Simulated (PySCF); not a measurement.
## Spin-state energies of [Mn(H2O)5]2+

[Mn(H2O)5]2+: Mn(II) (d5), charge +2. The structure is a PBE0-D3(BJ)/def2-SVP, IEF-PCM water geometry optimised for multiplicity 6; coordination trigonal bipyramidal, point group C1, metal–donor distances 2.11–2.15 Å.

```
16

Mn    0.0000    0.0000    0.0000
O    -1.0843    1.8099    0.0185
H    -1.1601    2.3744    0.8011
H    -1.1776    2.3912   -0.7496
O     2.1078   -0.0372   -0.0296
H     2.6673    0.1290    0.7425
H     2.6458    0.1635   -0.8085
O    -0.0044    0.0386    2.1387
H     0.5939    0.5797    2.6736
H    -0.2513   -0.7152    2.6939
O     0.0300    0.0136   -2.1456
H    -0.6376   -0.4319   -2.6870
H     0.3382    0.7627   -2.6759
O    -1.0511   -1.8270   -0.0099
H    -1.5733   -2.1747    0.7272
H    -1.3392   -2.3063   -0.8000
```

Method (PySCF 2.14, density fitting): CASSCF(5,5) with orbitals averaged over all microstates of the shell, strongly contracted NEVPT2 on the averaged canonical orbitals; basis x2c-TZVPall on the metal, x2c-SVPall elsewhere; spin-free X2C; IEF-PCM water; spin-orbit coupling by state interaction with the mean-field operator over all roots.

The unrestricted Kohn–Sham energies use the same basis, Hamiltonian, solvent and geometry. All energies are vertical, in cm⁻¹ above the lowest state with 2S+1 = 6; a negative value means that the lower spin is more stable. A dash marks a spin without a sound unrestricted solution.

```tsv
method	2S+1 = 4	2S+1 = 2
B3LYP	13528	–
PBE0	16299	–
```

Question: What do CASSCF and NEVPT2 in the d shell give?

Answer: 
```tsv
method	2S+1 = 4	2S+1 = 2
CASSCF	25210	38036
NEVPT2	20509	32355
```

The functionals differ in more than their exact exchange.

The active space of the d orbitals alone lacks metal–ligand bonding pairs, which usually tilts NEVPT2 towards high spin.

The geometry optimisation stopped short of its thresholds.
